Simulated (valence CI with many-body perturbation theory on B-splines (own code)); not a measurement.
Zn25+: electric-dipole lines

Method: relativistic CI+MBPT: three valence electrons over a frozen Dirac-Fock core [He], radial functions for each j: 11 s, 11 p, 10 d, 8 f, 5 g, 2 h, with the one-electron correlation potential Σ1 (screened to all orders), the two-electron term Σ2, the three-electron term Σ3, Breit, model QED; selected single and double excitations, second order for the rest, scaled by the run's own slope (own B-spline code, finite nucleus).

No measured levels were compared; by estimate levels of excited configurations hold to 0.05 to 0.15 % of their energy, terms of the ground configuration to about 0.5 %.

Lines 1 to 50 of 577 in falling wavelength, among levels below 16506 × 10³ cm⁻¹, chosen from the strongest by gf and those to the six lowest levels. Wavelengths and rates use the calculated energies, so an error of 900 cm⁻¹ moves a line at 233.3 nm by 2.1 % and its rate by three times that or more. Electric multipoles are in the length gauge, E1 and E2 with the static RPA response of the core. Weak lines are less certain than strong ones. Lines between different terms over intervals too small for the method are left out, as are lines whose strength nearly cancels. Where a level lies close to another of its J and parity, the split of strength between their lines is uncertain. The highest levels of a list are the least certain.

Levels are named by their leading jj configuration (3d3/2^4 stands for four electrons in 3d with j = 3/2), which in mixed levels can hold well under half, so a name can repeat and another be missing. Letters in brackets count levels of one name in rising energy.

```csv
λ vac (nm),Upper,Lower,A (s⁻¹),S (a.u.)
233.3,(2s 2p1/2 4f7/2) J=7/2 [a],(2s 2p1/2 4d5/2) J=5/2 [a],2.33e+07,1.17e+00
224.6,(2s 2p1/2 4f7/2) J=9/2,(2s 2p1/2 4d5/2) J=7/2,2.82e+07,1.58e+00
220.4,(2s^2 4f7/2) J=7/2,(2s^2 4d5/2) J=5/2,3.01e+07,1.27e+00
207.3,(2s 2p3/2 4f5/2) J=7/2 [b],(2s 2p3/2 4d3/2) J=5/2 [b],3.07e+07,1.08e+00
204.0,(2s 2p3/2 4f7/2) J=9/2 [a],(2s 2p3/2 4d3/2) J=7/2,3.02e+07,1.26e+00
201.5,(2s^2 4f5/2) J=5/2,(2s^2 4d3/2) J=3/2,3.68e+07,8.90e-01
201.0,(2s 2p3/2 4f7/2) J=9/2 [b],(2s 2p3/2 4d5/2) J=7/2 [b],3.96e+07,1.59e+00
182.9,(2s 2p1/2 4f5/2) J=5/2 [a],(2s 2p1/2 4d3/2) J=3/2 [a],4.68e+07,8.48e-01
161.9,(2s 2p3/2 4f7/2) J=11/2,(2s 2p3/2 4d5/2) J=9/2,7.71e+07,1.94e+00
142.6,(2s 2p3/2 4d5/2) J=9/2,(2s 2p3/2 4p3/2) J=7/2,1.72e+08,2.46e+00
135.9,(2s 2p1/2 4d5/2) J=7/2,(2s 2p1/2 4p3/2) J=5/2,1.99e+08,1.97e+00
131.6,(2s 2p3/2 4d5/2) J=5/2 [b],(2s 2p3/2 4p3/2) J=3/2 [b],1.81e+08,1.22e+00
131.2,(2s 2p1/2 4d5/2) J=5/2 [a],(2s 2p1/2 4p3/2) J=3/2 [a],2.07e+08,1.38e+00
130.3,(2s 2p3/2 4d5/2) J=7/2 [b],(2s 2p3/2 4p3/2) J=5/2 [b],2.21e+08,1.93e+00
129.3,(2s 2p3/2 4d3/2) J=7/2,(2s 2p3/2 4p3/2) J=7/2,7.85e+07,6.70e-01
125.9,(2s^2 4d5/2) J=5/2,(2s^2 4p3/2) J=3/2,2.46e+08,1.46e+00
122.5,(2s 2p1/2 4p1/2) J=3/2,(2s 2p1/2 4s) J=3/2,1.55e+08,5.61e-01
122.0,(2s 2p3/2 4d5/2) J=3/2 [b],(2s 2p3/2 4p3/2) J=1/2 [b],1.74e+08,6.24e-01
117.3,(2s 2p3/2 4d3/2) J=7/2,(2s 2p3/2 4p1/2) J=5/2,1.79e+08,1.14e+00
117.1,(2s 2p3/2 4p1/2) J=3/2 [b],(2s 2p3/2 4s) J=3/2 [b],1.66e+08,5.26e-01
116.1,(2s 2p3/2 4d5/2) J=5/2 [a],(2s 2p3/2 4p3/2) J=3/2 [a],1.91e+08,8.85e-01
116.0,(2s 2p1/2 4d5/2) J=5/2 [b],(2s 2p1/2 4p3/2) J=3/2 [b],2.87e+08,1.33e+00
114.1,(2s 2p3/2 4d3/2) J=5/2 [a],(2s 2p3/2 4p1/2) J=5/2,1.63e+08,7.16e-01
113.3,(2s^2 4p1/2) J=1/2,(2s^2 4s) J=1/2,3.31e+08,4.75e-01
112.2,(2s 2p3/2 4s) J=5/2 [a],(2s 2p1/2 4p1/2) J=3/2,1.22e+08,5.09e-01
111.9,(2s 2p3/2 4d5/2) J=7/2 [a],(2s 2p3/2 4p3/2) J=5/2 [a],2.98e+08,1.65e+00
110.8,(2s 2p1/2 4d5/2) J=3/2,(2s 2p1/2 4p3/2) J=1/2,2.88e+08,7.74e-01
109.5,(2s 2p3/2 4p3/2) J=3/2 [a],(2s 2p3/2 4s) J=3/2 [a],2.44e+08,6.32e-01
108.1,(2s 2p3/2 4d3/2) J=5/2 [a],(2s 2p3/2 4p1/2) J=3/2 [a],1.57e+08,5.89e-01
107.2,(2s 2p3/2 4d3/2) J=3/2 [b],(2s 2p3/2 4p1/2) J=1/2,2.06e+08,5.02e-01
106.4,(2s 2p3/2 4p1/2) J=5/2,(2s 2p3/2 4s) J=5/2 [b],1.46e+08,5.21e-01
105.7,(2s 2p1/2 4d3/2) J=3/2 [a],(2s 2p1/2 4p1/2) J=1/2 [a],3.40e+08,7.94e-01
105.6,(2s 2p3/2 4d3/2) J=5/2 [b],(2s 2p3/2 4p1/2) J=3/2 [b],3.46e+08,1.21e+00
105.3,(2s 2p1/2 4p3/2) J=1/2,(2s 2p1/2 4s) J=1/2 [b],3.99e+08,4.60e-01
103.3,(2s 2p3/2 4d3/2) J=3/2 [a],(2s 2p3/2 4p1/2) J=3/2 [a],2.48e+08,5.39e-01
102.1,(2s^2 4d3/2) J=3/2,(2s^2 4p1/2) J=1/2,3.84e+08,8.07e-01
102.0,(2s 2p3/2 4d5/2) J=3/2 [a],(2s 2p3/2 4p3/2) J=3/2 [a],2.17e+08,4.56e-01
100.1,(2s 2p3/2 4s) J=5/2 [b],(2s 2p1/2 4p1/2) J=3/2,1.93e+08,5.74e-01
98.12,(2s 2p3/2 4p3/2) J=7/2,(2s 2p3/2 4s) J=5/2 [b],2.67e+08,9.97e-01
95.87,(2s 2p1/2 4p1/2) J=1/2 [b],(2s 2p1/2 4s) J=3/2,5.64e+08,4.91e-01
95.49,(2s 2p3/2 4p1/2) J=5/2,(2s 2p3/2 4s) J=5/2 [a],2.02e+08,5.21e-01
95.30,(2s 2p3/2 4p3/2) J=5/2 [b],(2s 2p3/2 4s) J=3/2 [b],5.46e+08,1.40e+00
94.94,(2s 2p1/2 4p3/2) J=3/2 [b],(2s 2p1/2 4s) J=1/2 [b],3.99e+08,6.73e-01
92.85,(2p1/2^2 4p3/2) J=3/2,(2p1/2^2 4s) J=1/2,6.39e+08,1.01e+00
91.60,(2s 2p3/2 4p3/2) J=5/2 [a],(2s 2p3/2 4s) J=3/2 [a],4.71e+08,1.07e+00
88.76,(2s 2p3/2 4p3/2) J=7/2,(2s 2p3/2 4s) J=5/2 [a],3.15e+08,8.70e-01
88.33,(2s 2p3/2 4p3/2) J=3/2 [b],(2s 2p3/2 4s) J=3/2 [b],3.31e+08,4.50e-01
88.11,(2s 2p1/2 4p3/2) J=3/2 [a],(2s 2p1/2 4s) J=1/2 [a],6.59e+08,8.90e-01
87.24,(2s^2 4p3/2) J=3/2,(2s^2 4s) J=1/2,7.29e+08,9.56e-01
86.95,(2s 2p1/2 4p3/2) J=5/2,(2s 2p1/2 4s) J=3/2,7.59e+08,1.48e+00
```
